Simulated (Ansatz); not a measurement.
Calculated with Ansatz (gas phase, PBE0-D4/def2-TZVP geometries, no zero-point term in ΔE). CCSD(T)/CBS is the MP2 limit (def2-TZVPP, def2-QZVPP) plus CCSD(T) − MP2 in def2-TZVPP, frozen cores. This one scheme is used for every species. Functionals use def2-TZVPP. B3LYP here is the variant with VWN-RPA as its local correlation; programs differ in this. One conformer a species, not always the lowest.

`[SiH3]BN[SiH3]` + `BSC` → `BSCB[SiH3]` + `N[SiH3]`  (formal exchange of groups at a B–N bond)

`[SiH3]BN[SiH3]`:

Z-matrix (Å, degrees):
```
Si
B 1 2.024
H 1 1.492 2 114.7
H 1 1.491 2 109.8 3 -121.1
H 1 1.491 2 109.8 3 121.1
N 2 1.399 1 123.9 3 0.0
H 2 1.202 1 118.1 3 -180.0
Si 6 1.752 2 127.8 1 0.0
H 6 1.011 2 116.7 1 -180.0
H 8 1.483 6 110.9 2 -60.8
H 8 1.485 6 106.6 2 179.9
H 8 1.483 6 110.9 2 60.7
```

`BSC`:

Cartesian coordinates in Å:
```
B -0.567 0.661 1.325
S -1.042 -0.403 0.021
C 0.406 -0.542 -1.053
H 0.530 1.131 1.371
H -1.401 0.879 2.150
H 0.146 -0.187 -2.049
H 0.703 -1.589 -1.116
H 1.225 0.050 -0.650
```

`BSCB[SiH3]`:

Cartesian coordinates in Å:
```
B -0.080 2.443 -1.201
S 0.857 1.352 -0.204
C 0.640 -0.293 -0.942
B 0.004 -1.397 -0.048
Si -0.436 -1.171 1.909
H -0.083 3.586 -0.865
H -0.674 2.046 -2.158
H 1.635 -0.670 -1.225
H 0.101 -0.192 -1.890
H -0.231 -2.434 -0.605
H -0.715 -2.467 2.584
H 0.648 -0.472 2.652
H -1.667 -0.332 1.992
```

`N[SiH3]`:

Z-matrix (Å, degrees):
```
Si
N 1 1.720
H 1 1.486 2 107.9
H 1 1.494 2 116.0 3 -120.3
H 1 1.486 2 107.9 3 119.4
H 2 1.007 1 119.6 3 -168.6
H 2 1.007 1 119.6 3 49.2
```

```
             level  ΔE (eV)
         r2SCAN-D4     1.41
           ωB97X-V     1.40
             B3LYP     1.44
SCS-MP2/def2-TZVPP     1.44
   CCSD/def2-TZVPP     1.42
SCS-MP2/def2-QZVPP     1.42
      HF/CBS(def2)     1.40
     MP2/CBS(def2)     1.40
```

(1) What does CCSD(T)/CBS give? (Best estimate.)

Largest T1 diagnostic among the species: 0.014.

Results:

(1) The calculation gave: +1.40 eV. The listed levels differ from it by 0.01, 0.00, 0.04, 0.04, 0.02, 0.02, 0.00, 0.00 eV.
